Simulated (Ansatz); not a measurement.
`[SiH3]C[S][GaH2]`. Total charge 0; spin multiplicity 1. Correlated methods include outer-core shells of Ga, which these sets cover unevenly. Scalar relativity is left out up to krypton.

```xyz
11

Si    0.103   -0.844   -1.409
C    -0.538   -0.960    0.352
S    -1.366    0.602    0.810
Ga    0.314    1.907    1.338
H    -1.024   -0.548   -2.330
H     0.759   -2.115   -1.826
H     1.096    0.262   -1.482
H    -1.288   -1.748    0.441
H     0.264   -1.191    1.055
H    -0.056    3.375    1.707
H     1.736    1.260    1.344
```

(1) Give the diagnostics of a CCSD(T)/def2-TZVPP run (frozen core, the Gaussian-basis code of Ansatz). (An estimate is asked.)

## Answers

(1) The calculation gave: T1 = 0.0133, largest single amplitude 0.031, largest double 0.025, (T) share of the correlation energy 4.1 %, 9 CCSD cycles. The RHF solution is stable towards an unrestricted one. T1 lies under the customary mark of 0.02 for closed shells.
